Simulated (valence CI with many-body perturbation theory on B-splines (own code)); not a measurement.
## Hyperfine factors and g values of Sc VII

Computed by configuration interaction combined with many-body perturbation theory (CI+MBPT): five valence electrons over a frozen Dirac-Fock core [Ne], radial functions for each j: 9 s, 9 p, 8 d, 6 f, 3 g, 1 h, with the one-electron correlation potential Σ1 (screened to all orders), the two-electron term Σ2, the three-electron term Σ3, Breit, model QED; selected single and double excitations, second order for the rest, scaled by the run's own slope (own B-spline code, finite nucleus).

No measured spectrum was set against this ion. As an estimate, levels hold to about 100 cm⁻¹ or 0.05 % of their energy and the worst to 300 or 400 cm⁻¹, as in measured light ions of charge 2 to 7. Among the levels kept, up to 850 cm⁻¹ of a level comes from second order outside the variational space, and about a tenth of that is noise between levels of different J, which matters for small intervals.

A/g_I is the dipole constant over the nuclear g factor μ/I (μ in nuclear magnetons, uniformly magnetised nucleus), B/Q the quadrupole constant per barn. Both hold the static response of the core; the bare values leave it out. Large factors of s and p1/2 electrons are usually good to 5 to 10 %; those of open d and f shells near neutrality can be off by tens of per cent, and small factors of p3/2, d and f electrons come from cancelling terms and can be off by a factor of two or in sign, in half-filled shells by more. B is blank for J = 1/2, where it vanishes, and for nearly pure S terms. Energies count from the lowest level.

Names give the largest LS component (configuration and term), which can be under half, so a name can repeat, a term be missing and a line seem to break the LS rules; names also repeat where a configuration has a term twice. Letters in brackets count levels of one name in rising energy.

```csv
Level,E (eV),g,A/g_I (MHz),A/g_I bare,B/Q (MHz/b),B/Q bare
3s2 3p3 4S°_3/2,0.000,1.999,299,387,,
3s2 3p3 2D°_3/2,3.693,0.817,1660,1550,1320,1230
3s2 3p3 2D°_5/2,3.777,1.200,2860,2700,-31.7,-28.6
3s2 3p3 2P°_1/2,6.161,0.665,7830,7260,,
3s2 3p3 2P°_3/2,6.274,1.319,1630,1570,-1350,-1260
3s 3p4 4P_5/2,21.697,1.600,6640,6250,2520,2350
3s 3p4 4P_3/2,22.033,1.734,6360,6010,-2000,-1860
3s 3p4 4P_1/2,22.210,2.668,13900,13100,,
3s 3p4 2D_3/2,26.920,0.801,-1760,-1590,-3700,-3450
3s 3p4 2D_5/2,26.958,1.201,6880,6410,-5280,-4920
3s2 3p2 3d 2P_3/2 [a],31.059,1.332,-554,-406,1110,1050
3s2 3p2 3d 2P_1/2 [a],31.378,0.744,3200,2970,,
3s 3p4 2S_1/2,32.506,1.923,23800,22000,,
3s2 3p2 3d 4F_3/2,34.306,0.406,1110,1070,-798,-719
3s2 3p2 3d 4F_5/2,34.432,1.034,749,770,-504,-444
3s2 3p2 3d 4F_7/2,34.614,1.241,752,779,-956,-856
3s2 3p2 3d 4F_9/2,34.853,1.333,978,987,-2430,-2220
3s2 3p2 3d 2F_5/2 [a],35.472,0.956,1800,1710,-30.5,-9.54
3s2 3p2 3d 4D_7/2,35.606,1.287,731,765,1320,1250
3s2 3p2 3d 4D_1/2,35.626,-0.001,2720,2540,,
3s2 3p2 3d 4D_3/2,35.666,1.194,1290,1290,-396,-371
3s2 3p2 3d 4D_5/2,35.806,1.268,1080,1090,255,246
3s2 3p2 3d 2F_7/2 [a],36.130,1.282,776,798,1130,1070
3s2 3p2 3d 2G_7/2,39.430,0.889,1780,1690,5400,5070
3s2 3p2 3d 2G_9/2,39.498,1.112,1340,1300,6030,5660
3s2 3p2 3d 2P_3/2 [b],40.914,1.330,-424,-279,678,630
3s2 3p2 3d 2P_1/2 [b],41.336,0.686,4130,3780,,
3s2 3p2 3d 4P_5/2,41.551,1.595,502,584,222,223
3s2 3p2 3d 4P_3/2,41.732,1.722,469,586,-86.4,-95.6
3s2 3p2 3d 4P_1/2,41.835,2.646,1810,1850,,
3s2 3p2 3d 2D_3/2 [a],42.417,0.814,788,799,657,634
3s2 3p2 3d 2D_5/2 [a],42.860,1.204,754,777,857,832
3s2 3p2 3d 2D_5/2 [b],44.739,1.200,2210,2120,467,430
3s2 3p2 3d 2D_3/2 [b],44.803,0.803,981,921,-89.7,-90.4
3s2 3p2 3d 2P_1/2 [c],46.292,0.772,-1150,-1060,,
3s2 3p2 3d 2P_3/2 [c],46.534,1.330,469,541,-1100,-1030
3s2 3p2 3d 2S_1/2,46.746,1.898,6880,6520,,
3s2 3p2 3d 2F_5/2 [b],46.946,0.870,706,696,43.9,73.7
3s2 3p2 3d 2F_7/2 [b],47.028,1.143,1400,1370,-880,-783
3s2 3p2 3d 2D_5/2 [c],48.723,1.187,688,707,-257,-210
```

Q: Take the isotope of mass number 45, with I = 7/2, μ = 4.754 μN and Q = -0.22 b. What is the hyperfine structure of 3s 3p4 4P_5/2?

A: From the table A = 9020 MHz, B = -553 MHz. Shifts from the centre of gravity in MHz: F = 1: -102000, F = 2: -83600, F = 3: -56300, F = 4: -20100, F = 5: 25000, F = 6: 78800.
